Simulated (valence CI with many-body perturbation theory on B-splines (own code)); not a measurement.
# Which ion has this spectrum?

A relativistic CI+MBPT calculation for an atom or ion with 16 electrons gives these levels (eV):

```csv
J,Parity,E,g
2,even,0.00,1.35
0,even,13.05,
1,even,82.78,1.50
2,even,89.83,1.13
2,odd,158.82,1.07
1,odd,162.53,1.18
0,odd,164.15,
3,odd,164.18,1.16
0,even,177.82,
2,odd,178.04,1.32
4,odd,181.34,1.28
3,odd,197.89,1.14
1,odd,202.13,1.13
2,odd,205.46,1.41
```

The energies are calculated, and their last digits are not significant.

Which is it?
A. Xe38+
B. I37+
C. Ce42+
D. Cs39+

D. Cs39+, ground level (3s^2 3p1/2^2 3p3/2^2) J=2.
